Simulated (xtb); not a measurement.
C2H7ClOSi2, SMILES C=C([SiH3])[Si@H](O)Cl. All values are semi-empirical tight-binding results from xtb (GFN2-xTB unless named), good for trends rather than for accurate numbers. Geometry optimised at GFN2-xTB. The structure was generated by enumeration; whether it is a known compound was not checked. One conformer was computed; it need not be the lowest.

Optimised geometry:

```xyz
13

C     -0.7398     0.2442     2.1545
C     -0.7083    -0.1077     0.8710
Si    -2.3136    -0.3231    -0.1113
Si     0.9468    -0.4202     0.0156
O      2.2284     0.0246     0.9073
Cl     0.9399     0.6254    -1.7246
H      0.1571     0.3671     2.7453
H     -1.6660     0.4213     2.6812
H     -2.3877     0.6930    -1.1610
H     -2.3114    -1.6626    -0.7057
H     -3.4443    -0.1754     0.8080
H      1.2440    -1.8185    -0.2363
H      2.4256     0.9351     1.1142
```
Charge 0, spin multiplicity 1.

Estimate the properties. (An estimate is asked for; the answer gives what the named calculation found.)


```yaml
orbital_gap: 3.83 eV
dipole_moment: 2.05 D
zero_point_energy: 49.5 kcal/mol
G − E(el) at 298.15 K (modified RRHO): 27.3 kcal/mol
static polarisability (D4 model): 100.1 bohr³
solvation energy, GFN2-xTB/ALPB(water): -4.0 kcal/mol
solvation energy, GFN2-xTB/ALPB(chcl3): -5.2 kcal/mol
```

Computed atomic charges and the Wiberg bond orders between heavy atoms:
charges (e) C1 -0.08, C2 -0.20, Si3 0.45, Si4 0.56, O5 -0.46, Cl6 -0.29, H7 0.03, H8 0.03, H9 -0.09, H10 -0.11, H11 -0.10, H12 -0.05, H13 0.31. Bond orders C1–C2 1.97, C2–Si3 0.89, C2–Si4 0.89, Si4–O5 1.19, Si4–Cl6 1.01.
